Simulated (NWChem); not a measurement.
System meant: SnHCl, singlet; SMILES [Cl][SnH]

Input file for NWChem:

```
start job
memory heap 200 mb stack 900 mb global 1100 mb
geometry units angstroms noautoz
  Sn     0.011934     0.643791     0.000000
  H     -1.768609     0.798183     0.000000
  Cl    -0.042496    -1.749110     0.000000
end
basis spherical
  Sn library def2-svp
  H library def2-svp
  Cl library def2-svp
end
dft
  xc b3lyp
  iterations 150
  mulliken
end
task dft energy
```

End of the output:

```
             Grid Information
             ----------------
          Grid used for XC integration:  medium
          Radial quadrature: Mura-Knowles
          Angular quadrature: Lebedev.
          Tag              B.-S. Rad. Rad. Pts. Rad. Cut. Ang. Pts.
          ---              ---------- --------- --------- ---------
          Sn                  1.45      123           8.0       590
          H                   0.35       45           8.0       434
          Cl                  1.00       88           9.0       590
          Grid pruning is: on
          Number of quadrature shells:   256
          Spatial weights used:  Erf1

          Convergence Information
          -----------------------
          Convergence aids based upon iterative change in
          total energy or number of iterations.
          Levelshifting, if invoked, occurs when the
          HOMO/LUMO gap drops below (HL_TOL):  1.00D-02
          DIIS, if invoked, will attempt to extrapolate
          using up to (NFOCK): 10 stored Fock matrices.

                    Damping( 0%)  Levelshifting(0.5)       DIIS
                  --------------- ------------------- ---------------
          dE  on:    start            ASAP                start
          dE off:    2 iters        150 iters           150 iters

      Screening Tolerance Information
      -------------------------------
          Density screening/tol_rho:  1.00D-10
          AO Gaussian exp screening on grid/accAOfunc:  14
          CD Gaussian exp screening on grid/accCDfunc:  20
          XC Gaussian exp screening on grid/accXCfunc:  20
          Schwarz screening/accCoul:  1.00D-08

      Superposition of Atomic Density Guess
      -------------------------------------

      charge =      50.0 Sn (Tin)

      symmetry species            s     p     d     f
      number of basis functions =10     7     6
      number of cont. functions = 4     4     2
      number of closed shells   = 5     3     2
      number of open shells     = 0     1     0
      open shell occupation     = 0     2     0
 ------------------------------------------------------------------------
 atomscf:atomd: error in atom scf                   0
 ------------------------------------------------------------------------
 ------------------------------------------------------------------------
  current input line :
    18: task dft energy
 ------------------------------------------------------------------------
 ------------------------------------------------------------------------
 This error has not yet been assigned to a category
 ------------------------------------------------------------------------
 For more information see the NWChem manual at https://nwchemgit.github.io

0:atomscf:atomd: error in atom scf:Received an Error in Communication
```

Q: Find the fault in this run and fix the input.

A: The run crashed. Cause: the def2 basis of a heavy element holds valence functions alone and wants its effective core potential (without it all electrons must fit into that basis). This input runs:
```
start job
memory heap 200 mb stack 900 mb global 1100 mb
geometry units angstroms noautoz
  Sn     0.011934     0.643791     0.000000
  H     -1.768609     0.798183     0.000000
  Cl    -0.042496    -1.749110     0.000000
end
basis spherical
  Sn library def2-svp
  H library def2-svp
  Cl library def2-svp
end
ecp
  Sn library def2-ecp
end
dft
  xc b3lyp
  iterations 150
  mulliken
end
task dft energy
```
It converges to -675.07089 Ha (B3LYP/def2-SVP with def2 effective core potentials on Sn).
